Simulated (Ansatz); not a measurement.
Species: C₃H₂F₂, SMILES `FC#CCF` (charge 0, multiplicity 1).

Problem. Give a relaxed geometry from PBE-D3(BJ)/def2-TZVP (Ansatz, a first-principles code).

Solution. the end point of this relaxation (outside a Z-matrix the atoms follow the SMILES, hydrogens last).
Bonded distances (Å): F1–C2 1.283, C2–C3 1.207, C3–C4 1.454, C4–F5 1.405, C4–H6 1.102, C4–H7 1.102. Angles (°): F1–C2–C3 179.9, C2–C3–C4 179.8, C3–C4–F5 111.4, C3–C4–H6 110.8, C3–C4–H7 110.8, F5–C4–H6 107.5, F5–C4–H7 107.5, H6–C4–H7 108.9.
